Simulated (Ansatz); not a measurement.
Input file for Ansatz (a program for electronic structure): U-PBE/cc-pVTZ on CH5BO (SMILES BOC), a point of a bond scan (R = 1.610 Å).

Ansatz 0.2 input:
```yaml
crystal:
  periodic: [false, false, false]
  atoms:
    - {symbol: B, position_ang: [-0.29601612, 0.11287921, 1.27194518]}
    - {symbol: H, position_ang: [-1.49497030, 0.67147911, 2.18934492]}
    - {symbol: H, position_ang: [0.69681460, -0.37886937, 1.73084670]}
    - {symbol: O, position_ang: [-0.44734906, 0.21797670, -0.05665238]}
    - {symbol: C, position_ang: [0.53525936, -0.23564232, -0.98322630]}
    - {symbol: H, position_ang: [1.39622510, -0.66492676, -0.46632952]}
    - {symbol: H, position_ang: [0.08263230, -0.98692983, -1.63070172]}
    - {symbol: H, position_ang: [0.85577534, 0.60971339, -1.59246502]}
basis:
  gaussian:
    orbitals: cc-pVTZ
hamiltonian:
  xc: {name: PBE}
magnetization: {spin_polarized: true, initial_magnetization: 0}
```

Output:

```
WARN ansatz: RAYON_NUM_THREADS=1 ignored (pool sized by the plan → 1); use --threads N
Functional definition: PBE
integrals: 0.05 GiB planned
843 factors; their error is unknown
mean field: 0.60 GiB planned
mean field evaluation 1: about -3831.6336 eV, gradient 3.8e1 eV
mean field evaluation 2: about -3812.6512 eV, gradient 7.7e1 eV
mean field evaluation 4: about -3837.5787 eV, gradient 4.8e0 eV
mean field evaluation 8: about -3837.6827 eV, gradient 1.3e-1 eV
mean field evaluation 16: about -3837.6600 eV, gradient 5.1e-5 eV
mean field -3837.65996176 eV, -141.0314023352 hartree, gradient 8.8e-6 eV, S^2 0.000000; 0 other end points of the search recorded, 0 dependent functions left out
reference -3837.65999744 eV, -141.0314036464 hartree; 12, 12 occupied and 148, 148 virtual orbitals, 843 factors
Total energy: -3837.65999744 eV, -141.0314036464 hartree
```

Self-consistency was reached.

Cost: about 2.6 core-seconds (a rough figure).
